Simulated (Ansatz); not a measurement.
```yaml
crystal:
  periodic: [false, false, false]
  atoms:
    - {symbol: C, position_ang: [-1.426745, 0.763614, 1.233405]}
    - {symbol: Hf, position_ang: [0.038289, 0.053091, -0.209676]}
    - {symbol: C, position_ang: [1.512099, -0.781901, 0.366606]}
    - {symbol: O, position_ang: [-0.951636, -1.541886, -1.765568]}
    - {symbol: O, position_ang: [0.558125, 1.593519, -1.601593]}
    - {symbol: H, position_ang: [-1.239751, 1.140483, 1.768817]}
    - {symbol: H, position_ang: [-2.424442, 1.168174, 0.800423]}
    - {symbol: H, position_ang: [-1.948664, -0.227528, 1.872143]}
    - {symbol: H, position_ang: [2.010178, 0.001801, 0.858537]}
    - {symbol: H, position_ang: [1.392363, -1.458022, 0.943220]}
    - {symbol: H, position_ang: [-1.424875, -1.769297, -1.638194]}
    - {symbol: H, position_ang: [-1.474875, -2.069297, -1.938194]}
    - {symbol: H, position_ang: [0.685070, 2.281019, -2.399556]}
basis:
  gaussian: {orbitals: def2-TZVPD}
magnetization: {spin_polarized: true, initial_magnetization: 0}
hamiltonian: {xc: {name: CAM-B3LYP}, dispersion: d3bj, pseudopotentials: {relativity: none}}
output: {forces: true}
```

```sh
$ ansatz run in.yaml --threads 8 --pin off --events-out ev --progress --plain --max-ram 18278MiB
```

Output, abridged:

```
Functional definition: CAM-B3LYP
1529 factors; their error is unknown
646 factors; integrals over basis functions are off by at most 9.5e-6 eV
mean field evaluation 1: about -7536.0726 eV, gradient 9.2e1 eV
mean field evaluation 2: about -7484.7492 eV, gradient 1.3e2 eV
mean field evaluation 4: about -7566.1641 eV, gradient 8.5e0 eV
mean field evaluation 8: about -7566.4892 eV, gradient 1.4e-1 eV
mean field evaluation 16: about -7566.4994 eV, gradient 5.3e-3 eV
mean field -7566.49943450 eV, -278.0637254603 hartree, gradient 1.6e-5 eV, S^2 0.000000; 0 other end points of the search recorded, 0 dependent functions left out
reference -7566.49961324 eV, -278.0637320288 hartree; 24, 24 occupied and 245, 245 virtual orbitals, 1529 factors
Total energy: -7566.71130639 eV, -278.0715116086 hartree
Atom 0 at    -1.426745     0.763614     1.233405 Å, force   -18.467661   -31.557082   -38.604773 eV/Å
Atom 1 at     0.038289     0.053091    -0.209676 Å, force    -4.935509     4.973264    -7.656112 eV/Å
Atom 2 at     1.512099    -0.781901     0.366606 Å, force     5.433594     4.625822    -4.128444 eV/Å
Atom 3 at    -0.951636    -1.541886    -1.765568 Å, force   116.237298    60.713440   -25.387208 eV/Å
Atom 4 at     0.558125     1.593519    -1.601593 Å, force    -0.118761     0.867505    -1.282153 eV/Å
Atom 5 at    -1.239751     1.140483     1.768817 Å, force    14.549116    29.851130    41.539016 eV/Å
Atom 6 at    -2.424442     1.168174     0.800423 Å, force     1.831388    -0.328272     0.298850 eV/Å
Atom 7 at    -1.948664    -0.227528     1.872143 Å, force     1.529988     2.140834    -1.749780 eV/Å
Atom 8 at     2.010178     0.001801     0.858537 Å, force     1.658892     1.356171     0.428583 eV/Å
Atom 9 at     1.392363    -1.458022     0.943220 Å, force    -0.977385    -9.362932     7.390326 eV/Å
Atom 10 at    -1.424875    -1.769297    -1.638194 Å, force  -102.324658   -18.100074    62.464304 eV/Å
Atom 11 at    -1.474875    -2.069297    -1.938194 Å, force   -13.957429   -42.409852   -36.603587 eV/Å
Atom 12 at     0.685070     2.281019    -2.399556 Å, force    -0.458873    -2.769953     3.290978 eV/Å
Dipole moment:    -1.200535    -0.740096    -0.438718 e Å
```

In this input one atom was put on top of another. Self-consistency was reached. The result belongs to that input, not to the molecule as meant.
